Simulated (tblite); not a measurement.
Problem. Write Cartesian coordinates for `CO[C@@H]([S])C(F)(F)F` [radical] as optimised with GFN2-xTB. (Doublet state.)

Solution. 
```
atom  x, y, z in Å
C1    -1.899   -0.288   -0.094
O2    -0.547   -0.450   -0.482
C3     0.361    0.185    0.333
S4     0.550   -0.595    1.975
C5     1.716    0.161   -0.386
F6     1.642    0.804   -1.557
F7     2.661    0.781    0.330
F8     2.148   -1.070   -0.636
H9    -2.484   -0.837   -0.828
H10   -2.181    0.769   -0.104
H11   -2.068   -0.703    0.904
H12    0.103    1.242    0.520
```

Orientation and origin are arbitrary. Atoms count from 1 in this order. Of the pairs four or more bonds apart, S4···H11 is among the closest relative to their van der Waals radii: 2.83 Å, 94 % of the sum of Bondi's values. The C–O distances run from 1.376 Å (O2–C3, drawn single) to 1.415 Å (C1–O2, drawn single), a spread of 0.039 Å.

Bonds between heavy atoms (Å): C1–O2 1.415, O2–C3 1.376, C3–S4 1.827, C3–C5 1.534, C5–F6 1.338, C5–F7 1.338, C5–F8 1.329.

The geometry is computed with GFN2-xTB (gas phase). This method treats the open shell by occupation alone, without spin polarisation.

Point group: C1 (no symmetry element, even within 0.4 Å). Its GFN2-xTB frequencies are all real (lowest 48 cm⁻¹). Torsions: C1–O2–C3–S4 71°.

Hardware: an Intel Xeon Platinum 8375C at 2.90 GHz with one thread, shared host. Cost: 0.42 s. This is the geometry optimisation.

One conformer stands for the species.
